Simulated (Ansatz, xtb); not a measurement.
Isomers of C6H8Si in order of energy

11 gas-phase structures of C6H8Si, from a drawn sample of its isomers (lower ones may exist). Each was relaxed with GFN2-xTB:

A. `C#C/C([SiH3])=C\C=C`, a singlet
B. `C#C/C=C(/[SiH3])C=C`, a singlet
C. `C#C/C=C\C(=C)[SiH3]`, a singlet
D. `C#C/C=C/C(=C)[SiH3]`, a singlet
E. `C#C/C(C=C)=C\[SiH3]`, a singlet
F. `C#CC(=C)/C=C/[SiH3]`, a singlet
G. `C#CC(=C)C(=C)[SiH3]`, a singlet
H. `C#C/C(C=C)=C/[SiH3]`, a singlet
I. `C#C/C=C(\[SiH3])C=C`, a singlet
J. `C#CC(=C)/C=C\[SiH3]`, a singlet
K. `C#C/C([SiH3])=C/C=C`, a singlet

Make a reasoned guess at their ranking by r2SCAN-D4/def2-SVP//GFN2-xTB single-point energy.

Calculated order at r2SCAN-D4/def2-SVP//GFN2-xTB: A (0.0), K (7.5), B (9.2), D (10.3), I (11.8), E (13.8), F (14.3), C (15.2), H (19.0), J (25.8), G (35.4) kJ/mol. Less than 1 kcal/mol parts K and B; B and D; D and I; I and E; E and F; F and C; C and H, so the order within those pairs means little.

Energies above the lowest of each column, in kJ/mol; the last columns are at r2SCAN-D4/def2-SVP geometries and were run for some of them only (a dash: not run or not comparable):

| structure | GFN2-xTB | HF/STO-3G | r2SCAN-D4/def2-SVP//GFN2-xTB | r2SCAN-D4/def2-SVP | CCSD(T)/def2-SVP + ΔMP2/def2-TZVPP |
| --- | --- | --- | --- | --- | --- |
| A | 0.0 | 0.0 | 0.0 | 0.0 | 0.0 |
| K | 0.9 | 5.9 | 7.5 | 7.4 | 8.6 |
| B | 6.1 | 10.2 | 9.2 | 9.3 | 7.6 |
| D | 7.1 | 9.1 | 10.3 | 10.4 | 9.2 |
| I | 7.4 | 12.0 | 11.8 | 11.9 | 12.4 |
| E | 9.3 | 6.8 | 13.8 | 14.0 | 7.4 |
| F | 10.5 | 5.0 | 14.3 | – | – |
| C | 15.4 | 19.7 | 15.2 | – | – |
| H | 8.8 | 12.0 | 19.0 | – | – |
| J | 19.3 | 22.1 | 25.8 | – | – |
| G | 20.5 | 21.7 | 35.4 | – | – |

Every level run on A puts it lowest or level with the lowest. CCSD(T)/def2-SVP + ΔMP2/def2-TZVPP orders those it was run on as A (0.0), E (7.4), B (7.6), K (8.6), D (9.2), I (12.4) kJ/mol. Less than 1 kcal/mol parts E and B; B and K; K and D; D and I, so the order within those pairs means little. Flexible structures stand in one conformer each, not always the lowest. Frequencies (GFN2-xTB) were run for A, B, D, E, I, K alone. ΔMP2 is the change of the MP2 energy from the smaller to the larger basis.

Over these structures GFN2-xTB departs from r2SCAN-D4/def2-SVP//GFN2-xTB by 3.2 kJ/mol on average once a common shift is removed. A GFN2-xTB relaxation took about 0.074 s and the r2SCAN-D4/def2-SVP//GFN2-xTB energy about 1.6 s on a shared host (Ansatz 0.2.0, xtb 6.7.1).
